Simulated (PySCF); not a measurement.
Mg(F)(NMe2) (C2H6FMgN), SMILES C[N](C)[Mg][F].

Geometry: B3LYP-D3(BJ)/def2-SVP. One conformer was computed; it need not be the lowest.

Method: B3LYP/def2-TZVP in PySCF.

Symmetry labels are those of the subgroup C2v that the program uses (full group C2v).

Computed valence orbital energies around the gap with their symmetry:
| orbital | symmetry | energy (eV) |
|---|---|---|
| HOMO−7 | B2 | -11.81 |
| HOMO−6 | A2 | -10.33 |
| HOMO−5 | A1 | -10.29 |
| HOMO−4 | B2 | -9.89 |
| HOMO−3 | B2 | -9.60 |
| HOMO−2 | B1 | -9.59 |
| HOMO−1 | A1 | -8.38 |
| HOMO | B1 | -5.53 |
| LUMO | A1 | -1.63 |
| LUMO+1 | B2 | -0.07 |
| LUMO+2 | B1 | 0.27 |
| LUMO+3 | A1 | 1.00 |
